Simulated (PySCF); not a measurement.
**Excited states of I⁷⁺ (iodine, charge +7)**

Ground state [Kr] 4d10, ¹S. All numbers are calculated (PySCF 2.14, a scalar-relativistic core potential, in def2-TZVP with the def2 core potential (28 electrons) (6s5p3d2f, 50 functions)). Vertical excitation energies in eV without spin-orbit coupling; excited terms of each kind are numbered among those the solver found. Frozen: 4s2 4p6.

```
 term  leading excitation  EOM-EE-CCSD
 1 3D              4d → s       48.483
 1 1D              4d → s       49.356
1 3P°              4d → p       62.882
1 3F°              4d → p       63.579
1 1F°              4d → p       64.122
1 1D°              4d → p       64.886
1 1P°              4d → p       64.900
1 3D°              4d → p       64.911
 1 3G              4d → d       85.653
 1 1P              4d → d       85.761
 1 1G              4d → d       85.953
 2 3D              4d → d       86.105
```

The spin-orbit splitting of the hole, absent here, rivals or exceeds the spacing of these terms, so the LS terms are model states.

The solver can miss terms.
